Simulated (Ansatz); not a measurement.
WO: shapes and states compared

Calculated in Ansatz's Gaussian-basis code. Basis cc-pwCVTZ-PP on W, cc-pVTZ on O, scalar-relativistic core potentials (60 electrons on W), no spin–orbit coupling, 1 orbital frozen in the corrections; active space CAS(10,9), shells under the valence barred from it. Restricted Hartree–Fock, then the lowest state-specific CASSCF solution met for each case. Single-reference values can break down or jump between states where bonds are stretched. Solutions in different active orbitals can move differences by tenths of an eV and at times more than 1 eV.

Case A, triplet: bond length 1.6580 Å.

Case B, singlet: the shape of A.

Case C, triplet: bond length 1.9067 Å.

Energy less that of case A, in eV:

| case | RHF/ROHF | CASSCF |
| --- | --- | --- |
| B | +0.969 | +0.471 |
| C | +1.958 | +1.316 |

**Question.** What does SC-NEVPT2 give for these differences?

**Answer.** B: +0.874 eV (20.2 kcal/mol); C: +1.286 eV (29.7 kcal/mol).

**Question.** Which case is lowest, and do the methods agree?

**Answer.** A is lowest in SC-NEVPT2. Of the methods shown, RHF/ROHF, CASSCF agree.
